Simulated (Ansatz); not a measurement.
Cost and result for the atomization energy of `CC#[N+][Cu-][OH]` (9 atoms, 8 bonds).

```xyz
9

C    -0.776    1.126   -1.769
C    -0.257    0.373   -0.653
N     0.157   -0.227    0.234
Cu    0.815   -1.178    1.631
O     1.515   -2.181    2.924
H    -1.592    0.577   -2.241
H    -1.148    2.092   -1.423
H     0.014    1.292   -2.504
H     1.273   -1.875    3.800
```

The species carries charge 0 and has multiplicity 1. For Cu the d shell is correlated and the shells below it are frozen. Scalar relativity is left out up to krypton. All single points use the PBE0-D4/def2-TZVP geometry. It is one conformer, not always the lowest. Program: Ansatz. All runs use 4 threads of an Arm Neoverse V2 on a shared host. Times are those of one run each, without the atoms' runs, and a repeat can differ threefold. Electronic energies, without spin–orbit coupling; frozen cores. CCSD(T)/CBS adds CCSD(T) − MP2 in def2-TZVPP to the MP2 limit, and its time is that of the two runs behind it. T1 = 0.025. With those shells the extrapolation isn't a true limit. HSE06 is the plane-wave form, built on full-range PBE exchange.

CCSD(T)/CBS is a level of theory with its own doubt, some kJ/mol a heavy atom from the limit and from the frozen cores, so smaller differences don't rank the functionals.

```
                             level  functions  wall time
            LDA (SPW92)/def2-TZVPP        244      1.1 s
              revPBE-D4/def2-TZVPP        244      1.8 s
                BLYP-D4/def2-TZVPP        244      1.9 s
   PBE-D4/def2-TZVPP (with forces)        244      2.1 s
               HSE06-D4/def2-TZVPP        244      2.7 s
               BHLYP-D4/def2-TZVPP        244      2.7 s
r2SCAN-D4/def2-TZVPP (with forces)        244      3.9 s
             r2SCANh-D4/def2-TZVPP        244        4 s
                  CCSD(T)/def2-SVP        107      5.5 s
                ωB97X-V/def2-TZVPP        244      6.5 s
                    MP2/def2-QZVPP        448       15 s
                CCSD(T)/def2-TZVPP        244    2.4 min
                 CCSD(T)/CBS(def2)          –    2.6 min
```

Problem. What atomization energy does each give, and how far from CCSD(T)/CBS? (An estimate is asked.)

Solution. The calculation gave: 
| level | atomization (kJ/mol) | difference from CCSD(T)/CBS | per bond |
| --- | --- | --- | --- |
| LDA (SPW92)/def2-TZVPP | 4104.9 | 603.3 | 75.4 |
| revPBE-D4/def2-TZVPP | 3516.9 | 15.3 | 1.9 |
| BLYP-D4/def2-TZVPP | 3550.8 | 49.2 | 6.2 |
| PBE-D4/def2-TZVPP (with forces) | 3634.0 | 132.4 | 16.6 |
| HSE06-D4/def2-TZVPP | 3487.5 | -14.1 | -1.8 |
| BHLYP-D4/def2-TZVPP | 3302.4 | -199.2 | -24.9 |
| r2SCAN-D4/def2-TZVPP (with forces) | 3522.5 | 20.9 | 2.6 |
| r2SCANh-D4/def2-TZVPP | 3470.2 | -31.4 | -3.9 |
| CCSD(T)/def2-SVP | 3277.6 | -224.0 | -28.0 |
| ωB97X-V/def2-TZVPP | 3489.6 | -12.0 | -1.5 |
| MP2/def2-QZVPP | 3584.8 | 83.2 | 10.4 |
| CCSD(T)/def2-TZVPP | 3388.9 | -112.7 | -14.1 |
| CCSD(T)/CBS(def2) | 3501.6 | 0.0 | 0.0 |

At CCSD(T), def2-SVP lies −224.0 kJ/mol from the extrapolated value and def2-TZVPP −112.6 kJ/mol: correlation converges slowly with the basis, and small sets miss more of it in the bonded molecule than in its fragments. The D4 term adds +23.3 kJ/mol with B3LYP and +12.2 kJ/mol with PBE0; it sums over pairs of atoms, weighted by their polarisabilities, and B3LYP, whose exchange is more repulsive, gets the larger term. Leaving LDA and LC-ωPBE aside and taking each functional with its dispersion term where it has one, the values spread over 331.6 kJ/mol, from BHLYP-D4 to PBE-D4. LDA lies +485.4 kJ/mol from PBE without D4, its usual overbinding.

B3LYP here is the variant with VWN-RPA as its local correlation; programs differ in this.
